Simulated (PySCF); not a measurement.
Computed IR spectrum (relative IR intensity) of a molecule C5H5F. Geometry optimised at B3LYP-D3(BJ)/def2-SVP. The values are those of a single conformer. Computed with B3LYP-D3(BJ)/def2-SVP (PySCF). No scaling factor is applied to the harmonic values.

Lines under 2 % of the strongest are left out, and lines within 2 cm⁻¹ are merged.

ν (cm⁻¹): 383 (w), 508 (w), 650 (m), 669 (w), 823 (w), 916 (w), 947 (m), 1032 (w), 1046 (vs), 1167 (s), 1201 (s), 1286 (w), 1308 (w), 1402 (s), 1477 (m), 1693 (w), 2065 (s), 3107 (w), 3140 (w), 3167 (w), 3171 (w), 3241 (w) (against the strongest line: vs over 80 %, s over 45 %, m over 15 %, w over 4 %, vw less)

### Question
Identify the compound among the candidates.
A) FC1=CCC=C1
B) C=CC=C=CF
C) FC1C=CC=C1
D) FC1=CC=CC1

### Answer
B, C=CC=C=CF
